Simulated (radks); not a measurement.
Valence configurations of C II (all share [He]). Calculated with a radial shooting solver on a logarithmic mesh with Libxc functionals: scalar-relativistic Kohn-Sham, PBE, spin-polarised, spherical densities, finite nucleus; open shells are filled with parallel spins first; Fermi nuclear charge, rms radius 2.4702 fm. Energies are relative to 2s2 2p1; eigenvalues in eV for spin up.

valence      E (eV)  moment (Bohr magnetons)    e(2p)    e(2s)
2s2 2p1       0.000                        1  -17.727  -26.508
2p3          13.665                        3  -18.698        -
2s1 2p2       4.817                        3  -18.658  -27.537
2s1.5 2p1.5   2.991                        2  -18.302  -27.141
2s0.5 2p2.5   9.249                        3  -18.680  -27.528

NIST lists [He] 2s2 2p1 as the ground configuration; this level of theory agrees among the configurations tried. The energies are those of spherical high-spin densities, not of single terms.
